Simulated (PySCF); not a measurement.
A structure optimised at r2SCAN-D4/def2-SVP, used in a PySCF frequency run:

```xyz
7

Hf     0.0000     0.0000     0.1850
O      1.5374    -0.8876    -0.4340
H      2.2339    -1.2897    -0.9678
O     -1.5374    -0.8876    -0.4340
H     -2.2339    -1.2897    -0.9678
O      0.0000     1.7753    -0.4340
H      0.0000     2.5794    -0.9678
```
Charge +1, spin multiplicity 1.

Write its SMILES, formula and point group.

[OH][Hf+]([OH])[OH], H3HfO3, C3v

What are its rotational constants (standard atomic weights)?

4.8923, 4.8923, 2.9488 GHz
